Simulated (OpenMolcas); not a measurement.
neutral rubidium: from CASSCF to CASPT2

```yaml
Program: OpenMolcas 26.06
Basis: ANO-RCC-VQZP [8s7p4d2f1g]
Scalar_Hamiltonian: DKH3, point nucleus
Active_space: 1 electron in 8 orbitals (5s 5p 6s 6p)
State_averaging: 2S+1 = 2 even, 1 root; 2S+1 = 2 odd, 3 roots
Spin-orbit_coupling: state interaction with AMFI integrals over the reference wave functions, term energies averaged over their components
```

Methods on the same reference wave functions:
A. CASSCF
B. SS-CASPT2, IPEA 0.25 Eh, imaginary shift 0.1 Eh (closed shells correlated: 4s 4p)

Energies in cm-1 above 5s 2S 1/2, the measured ground level; measured values from NIST Handbook of Basic Atomic Spectroscopic Data.

```json
{"Level": "5s 2S 1/2", "A": "0.0", "B": "0.0", "Measured": "0.0"}
{"Level": "5p 2P* 1/2", "A": "10741", "B": "12568", "Measured": "12579"}
{"Level": "5p 2P* 3/2", "A": "10876", "B": "12703", "Measured": "12817"}
```

Deviations, from unrounded energies. A percentage is the sum of absolute deviations over the sum of measured energies, with the sign that they share, or ± where signs differ.

```csv
Against measurement,Levels,A,B
mean absolute deviation (cm-1),2,1900,62
other configurations (%),2,-14.9,-0.5
```

B lies closest to measurement on these levels. The largest miss of B in the table is 5p 2P* 3/2, by -110 cm-1. The ranking rests on the paired levels alone, and a cruder setting can come out closer through cancelling errors.

The lowest spin-free term lies below A's lowest term by 0.208 hartree in B.

With one active electron outside closed inactive shells, the extra shells (6p 6s) add no correlation to the reference. ANO sets are built for ground and valence states and can reach diffuse excited orbitals poorly. With one active electron the reference holds no correlation, so core polarisation is missing (holds for A). With one active electron, CASPT2 adds the correlation within the correlated inactive shells and between them and that electron, and leaves the splitting within a term as the reference gives it (holds for B). Computed and measured levels are paired by configuration, term and J; levels that our copy of the source lacks, or whose pairing is in doubt (as where it misses far off the trend of its configuration), stay unpaired and out of the deviations. Only configurations of the active space appear.

* marks odd parity.
